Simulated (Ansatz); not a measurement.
C3H4OZn (`C#C[O][Zn][CH3]`), charge 0, multiplicity 1.

**Question.** Give a relaxed structure at PBE0-D4/def2-TZVP (the Gaussian-basis code of Ansatz). (Best estimate.)

**Answer.** Ansatz gave: 
Cartesian coordinates in Å:
```
C 1.461 2.683 1.041
C 1.355 1.483 1.053
O 1.260 0.208 1.080
Zn 0.027 -0.678 0.083
C -1.233 -1.708 -0.927
H 1.572 3.739 1.046
H -1.618 -1.115 -1.758
H -0.755 -2.603 -1.326
H -2.069 -2.008 -0.293
```
This is one stationary point; other conformers may exist.
